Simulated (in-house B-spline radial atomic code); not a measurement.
The numbers below are computed, except where a source is named.
## Extrapolating the RPA correlation energy in partial waves: the tungsten ion W⁶⁺

All-electron RPA on Hartree-Fock orbitals from an all-electron radial atomic-structure program (B-spline basis), scalar-relativistic (spin-free one-electron X2C), finite nucleus, configuration [Xe] 4f14. Without the two-electron picture change, the correlation of inner shells comes somewhat too large for so heavy an element. With empty states up to angular momentum L the sums are:

```json
{"L": "5", "E_c(L) (hartree)": "-5.128414"}
{"L": "6", "E_c(L) (hartree)": "-5.439405"}
{"L": "7", "E_c(L) (hartree)": "-5.607045"}
{"L": "8", "E_c(L) (hartree)": "-5.703238"}
{"L": "9", "E_c(L) (hartree)": "-5.760366"}
```

For large l each further wave adds A/(l + 1/2)⁴, because the basis must build the cusp where two electrons meet.

**Question.** Estimate the limit from L = 8 and L = 9.

**Answer.** Wave 9 adds -0.057128, against a sum of (l + 1/2)⁻⁴ of 1.22774e-04, so A = -465.31. The sum over l > 9 is ζ(4, 10.5) = 3.3168e-04, close to 1/(3 × 10³) = 3.3333e-04. The tail is -0.154335 and the limit -5.91470 hartree.

**Question.** How good is the estimate?

**Answer.** A run to L = 11 sums to -5.81873 and extrapolates to -5.89556 hartree, 8.00 millihartree from the run before, so it has not settled and is itself too deep. The estimate differs from that by -19.14 millihartree, while the bare sum at L = 9 misses 135.2 millihartree (2.3 %).
